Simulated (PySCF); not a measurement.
**Frontier orbitals and the lowest excitations**

Species: C₆H₆O.
SMILES with atom numbers: `[CH2:1]=[CH:2][C:3]1=[CH:4][C:5](=[O:6])[CH2:7]1` (hydrogens: H8, H9 on C1; H10 on C2; H11 on C4; H12, H13 on C7)

Level of theory: TDDFT PBE0/def2-SVPD, vertical, gas phase, core orbitals frozen in the response (PySCF 2.14.0, density-fitted response routines). Geometry: GFN2-xTB, one conformer, isolated molecule. Torsions of this conformer, `[CH2:1]=[CH:2][C:3]1=[CH:4][C:5](=[O:6])[CH2:7]1`: C1–C2–C3–C4 180°.

Kohn–Sham orbitals with the atoms that hold most of them (Löwdin shares over 4%, at most four atoms; ? is withheld):

```json
{"orbital": "HOMO-3", "ε (eV)": "-10.16", "atoms": "C7 23%, C3 21%, C2 14%, H10 8%"}
{"orbital": "HOMO-2", "ε (eV)": "-9.69", "atoms": "C2 29%, C1 19%, C3 19%, C7 9%"}
{"orbital": "HOMO-1", "ε (eV)": "-7.52", "atoms": "?"}
{"orbital": "HOMO", "ε (eV)": "-7.25", "atoms": "?"}
{"orbital": "LUMO", "ε (eV)": "-2.25", "atoms": "C1 24%, C3 19%, C4 14%, C2 13%"}
{"orbital": "LUMO+1", "ε (eV)": "0.59", "atoms": "C5 25%, O6 19%, C2 17%, C1 11%"}
{"orbital": "LUMO+2", "ε (eV)": "0.66", "atoms": "C1 23%, C2 15%, H9 8%, C7 8%"}
```

(1) Which atoms hold the HOMO-1, and with what shares?

(2) Give the leading atoms of the HOMO.

(3) The HOMO–LUMO gap is 5.00 eV. Where does the response calculation put the lowest singlet, and from which orbitals?

(4) Give energy, strength and leading configuration of S1, S2, S3 and S5, and follow the Löwdin shares of the leading atoms from the occupied to the empty orbital.

## Answers

(1) C4 (bonded to 2 C and H) 25%; C1 (bonded to C and 2 H) 19%; C3 (bonded to 3 C) 16%; C2 (bonded to 2 C and H) 13%.

(2) O6 (bonded to C) 57%; C7 (bonded to 2 C and 2 H) 14%; C5 (bonded to 2 C and O) 13%; C4 (bonded to 2 C and H) 10%. By element: oxygen 57%, carbon 37% or more.

(3) S1 is at 3.45 eV (f = 0.0000), 1.55 eV below the gap, made of HOMO→LUMO (96%). Without the coupling terms of the response equations the lowest excitation would equal the gap.

(4) 
- S1 (3.45 eV, f 0.0000), HOMO→LUMO (96%): O6 57% → at most 13%, C7 14% → at most 13%, C1 at most 7% → 24%, C3 at most 7% → 19%
- S2 (4.98 eV, f 0.513), HOMO-1→LUMO (95%): C4 25% → 14%, C1 19% → 24%, C3 16% → 19%
- S3 (6.02 eV, f 0.0004), HOMO→LUMO+1 (85%): O6 57% → 19%, C7 14% → at most 11%, C5 13% → 25%
- S5 (6.53 eV, f 0.063), HOMO-2→LUMO (83%): C2 29% → 13%, C1 19% → 24%, C3 19% → 19%

On one thread, Intel Xeon Platinum 8488C (x86_64) (shared host), this took 21 s of wall time and 0.77 GiB of memory at its peak.
